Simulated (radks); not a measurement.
K III, configuration [Ne] 3s2 3p5. Method: scalar-relativistic Kohn-Sham, AM05, spin-polarised, spherical densities, finite nucleus; open shells are filled with parallel spins first; Fermi nuclear charge, rms radius 3.4349 fm; computed with a radial shooting solver on a logarithmic mesh with Libxc functionals. Some entries of the table are withheld. Estimate them.

orbital  occ.  eigenvalue (eV)  <r^2> (bohr^2)
1s up       1        -3536.405        0.008869
1s down     1        -3536.131        0.008868
2s up       1              (1)             (2)
2s down     1              (3)             (4)
2p up       3        -303.2842          0.1525
2p down     3        -302.9305          0.1524
3s up       1         -56.7061           1.750
3s down     1         -55.4621           1.764
3p up       3         -39.6695             (5)
3p down     2         -38.5013             (6)

Answer. 
(1) 2s up eigenvalue (eV): -375.7965
(2) 2s up <r^2> (bohr^2): 0.1788
(3) 2s down eigenvalue (eV): -375.5382
(4) 2s down <r^2> (bohr^2): 0.1786
(5) 3p up <r^2> (bohr^2): 2.132
(6) 3p down <r^2> (bohr^2): 2.166
